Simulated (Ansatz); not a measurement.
`C[SiH](Cl)[SbH2]` + H–F → `C[SiH](F)Cl` + `[SbH3]` at 700 K and 1 bar (cleavage of the Si–Sb bond).

Isolated molecules relaxed with PBE0-D4/def2-TZVP in Ansatz; ΔE leaves out vibrations. CCSD(T)/CBS adds triple-zeta CCSD(T) − MP2 to the extrapolated MP2 energy (def2 sets, frozen cores). This one scheme is used for every species. def2 core potentials past Kr. For Sb outer-core shells are correlated without core-valence functions, which leaves a few kJ/mol of doubt a bond.

```tsv
species	CCSD(T)/CBS energy (Eh)	H − E (kJ/mol)	S (J/(mol·K))
`C[SiH](Cl)[SbH2]`	-1030.59494	241.5	497.7
H–F	-100.39570	45.2	198.5
`C[SiH](F)Cl`	-889.24457	194.0	410.2
`[SbH3]`	-241.78682	81.5	275.4
```

H − E and S are ideal-gas, rigid-rotor, harmonic terms from PBE0-D4/def2-TZVP, for one conformer and one mirror image of each species. 1 Eh = 2625.50 kJ/mol, R = 8.31446 J/(mol·K).

**Question.** By hand: ΔE, ΔH, ΔS and ΔG.

**Answer.** ΔE = (-889.24457) + (-241.78682) − (-1030.59494) − (-100.39570) = -0.04075 Eh = -107.0 kJ/mol. Δ(H − E) = 194.0 + 81.5 − 241.5 − 45.2 = -11.2, so ΔH = -118.2 kJ/mol. ΔS = 410.2 + 275.4 − 497.7 − 198.5 = -10.6 J/(mol·K). ΔG = -118.2 − 700 × (-10.6)/1000 = -110.8 kJ/mol.

**Question.** By hand: the equilibrium constant, and the temperature at which ΔG would vanish if ΔH and ΔS stayed fixed.

**Answer.** log₁₀ K = −ΔG/(RT ln 10) = 8.3. ΔG = 0 at ΔH/ΔS = 11151 K, far beyond where these terms or the molecules hold.

The number of gas molecules stays the same, so ΔS is small and ΔH decides. A doubt of 5 kJ/mol in ΔE shifts log₁₀ K by 0.4 here. Other conformers and mirror images would add mixing entropy, several J/(mol·K) or more a flexible species. These are equilibria of isolated gas molecules and say nothing of rates. Largest T1 diagnostic: 0.014 (customary marks: 0.02 for closed shells, 0.045 for open ones).
